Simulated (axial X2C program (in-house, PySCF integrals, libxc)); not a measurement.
## Potential curves of CrTe, with spin–orbit coupling

All values were computed with an in-house all-electron X2C program for linear molecules (integrals from PySCF). Two-component (2c) means X2C with spin–orbit coupling and atomic mean-field two-electron Coulomb and Gaunt terms. Basis: Te dyall-cv3z [11s12p8d4f1g], Cr dyall-cv3z [9s10p6d3f2g] (cores contracted in-house); Gaussian nuclei, density fitting, unrestricted open shells. Masses: Te 129.906 u, Cr 51.941 u.

State: Ω = 1 (⟨Sz⟩ = 2.00, ⟨Lz⟩ = -1.00 at HF). Energies in eV from the fragments at the same level (Te + Cr). Fits are polynomials in 1 − R0/R over 0.85 to 1.23 times the lowest point R0.

| R (Å) | CCSD(T) | PBE0 | BLYP | CCSD |
| --- | --- | --- | --- | --- |
| 2.2950 | -1.5999 | -1.8764 | -2.2681 | -1.4527 |
| 2.3707 | -1.7884 | -2.0356 | -2.4085 | -1.6553 |
| 2.4463 | -1.8945 | -2.1138 | -2.4677 | -1.7746 |
| 2.5220 | -1.9393 | -2.1326 | -2.4678 | -1.8312 |
| 2.6103 | -1.9345 | -2.1008 | -2.4151 | -1.8383 |
| 2.6985 | -1.8859 | -2.0288 | -2.3238 | -1.7991 |
| 2.8120 | -1.7806 | -1.8985 | -2.1719 | -1.7025 |

Correlated methods: 12 electrons correlated (number of frozen shells: Te 4 s, 3 p, 2 d; Cr 3 s, 2 p), 312 virtual spin orbitals or spinors in MP2, 90 natural virtuals in coupled cluster.

The state is one determinant whose occupation by symmetry is held fixed; it was picked as the lowest of a PBE0 search that is not exhaustive. De is counted from the lowest determinant-based energies of the atoms at the same level, without counterpoise correction. Density functionals use the spin component along the axis (collinear). Coupled cluster ran in a truncated set of natural virtual spinors; the MP2 energy of the rest was added. (T) has no such correction and the atoms are truncated less, which lowers De at CCSD(T) by a hundredth of an eV or more. PBE0 can misorder states that lie within some tenths of an eV, so this need not be the ground state of the molecule. The nearest other 2c determinant of the search, Ω = 3, lies 0.33 eV up at the distance of the search. The functionals have no current-density term, which raises determinants with orbital currents, atoms included. With several unpaired electrons one determinant need not be a pure state. Open-shell Ω = 0 determinants with evenly filled partner blocks cannot be reached by this program, so the Ω shown need not be the lowest component. The determinant is spin-polarised beyond a pure state at some levels (its spin-free form has ⟨S²⟩ too high), which makes Re and μ there less reliable. With the outer-core shells frozen, correlated bond lengths of heavy atoms tend to come out a few hundredths of an ångström too long. Coupled cluster ran on the points near the minimum only. MP2 and coupled cluster on one determinant become unreliable at the stretched end.

Q: What are Re, ωe and De at the CCSD(T) level?

A: At CCSD(T), 2c: Re = 2.557 Å, ωe ≈ 225 cm⁻¹, De = 1.94 eV to Te + Cr; Be follows as 0.0695 cm⁻¹.

Q: What are Re, ωe and De at the PBE0 level?

A: At PBE0, 2c: Re = 2.513 Å, ωe ≈ 239 cm⁻¹, De = 2.13 eV to Te + Cr; Be follows as 0.0719 cm⁻¹.

Q: Fit the BLYP curve near its minimum: give the equilibrium distance, the harmonic wavenumber and the well depth.

A: At BLYP, 2c: Re = 2.483 Å, ωe ≈ 253 cm⁻¹, De = 2.47 eV to Te + Cr; Be follows as 0.0737 cm⁻¹.

Q: Fit the CCSD curve near its minimum: give the equilibrium distance, the harmonic wavenumber and the well depth.

A: At CCSD, 2c: Re = 2.577 Å, ωe ≈ 222 cm⁻¹, De = 1.84 eV to Te + Cr; Be follows as 0.0684 cm⁻¹.
